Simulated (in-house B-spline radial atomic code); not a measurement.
Radial electron density of the vanadium ion V⁷⁺, [Ne] 3s2 3p4. Computed with a B-spline radial code for spherical atoms: non-relativistic CAM-B3LYP, spin-polarised, spherical fractional occupations, point nucleus.

Caution: exact exchange at fractional occupations of open shells leaves self-interaction of up to several eV.

Columns: r (bohr), 4πr²n(r) (electrons per bohr), bar.

```
 0.00295   0.7832 #
 0.00351    1.081 ##
 0.00418    1.486 ##
 0.00497    2.026 ###
 0.00592    2.751 ####
 0.00705    3.704 ######
  0.0084    4.942 #######
 0.00999    6.498 ##########
  0.0119    8.446 #############
  0.0142    10.82 ################
  0.0169    13.55 ####################
  0.0201    16.56 #########################
  0.0239     19.7 ##############################
  0.0285    22.74 ##################################
  0.0339    25.25 ######################################
  0.0403    26.88 ########################################
   0.048    27.31 #########################################
  0.0572    26.42 ########################################
  0.0681     24.5 #####################################
   0.081    22.29 ##################################
  0.0965    20.77 ###############################
   0.115     20.9 ###############################
   0.137    22.97 ###################################
   0.163    26.22 #######################################
   0.194    28.97 ############################################
   0.231    29.25 ############################################
   0.275    26.02 #######################################
   0.327    20.03 ##############################
   0.389    13.51 ####################
   0.464    8.939 #############
   0.552    7.547 ###########
   0.657    8.172 ############
   0.782    8.625 #############
   0.932    7.458 ###########
    1.11    4.988 ########
    1.32    2.523 ####
    1.57   0.9338 #
    1.87   0.2408 
    2.23  0.04077 
    2.65 0.004404 
    3.16 0.0002525
```

On this grid the curve has 3 maxima, near 0.048, 0.231, 0.782 bohr.

The 3s up radial function P(r) = rR(r), positive near the nucleus:

```csv
r (bohr),P
0.00087,0.02242
0.00123,0.03144
0.00175,0.04419
0.00248,0.06157
0.00351,0.08507
0.00497,0.1164
0.00705,0.1571
0.00999,0.2073
0.0142,0.2655
0.0201,0.323
0.0285,0.3644
0.0403,0.3611
0.0572,0.2735
0.081,0.06831
0.115,-0.2474
0.163,-0.5603
0.231,-0.646
0.327,-0.2885
0.464,0.459
0.657,1.109
0.932,1.133
1.32,0.622
1.87,0.17
2.65,0.01878
```
